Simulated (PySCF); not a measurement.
## Electron correlation in Sb (antimony, neutral)

[Kr] 4d10 5s2 5p3, high-spin 4S determinant. All numbers are calculated (PySCF 2.14, the spin-free X2C one-electron Hamiltonian (Gaussian nucleus), in ANO-RCC-VTZP (7s6p4d2f1g, 68 functions)). Frozen: [Ar] 3d10; 23 electrons correlated.

```tsv
level	correlation energy (mhartree)
CCSD	-635.46
(T)	-14.55
CCSD(T)	-650.01
```

Diagnostics: T1 = 0.0062, D1 = 0.0221, largest double amplitude 0.044.

Cost of the coupled-cluster step: about 50 core-seconds, for 23 correlated electrons.
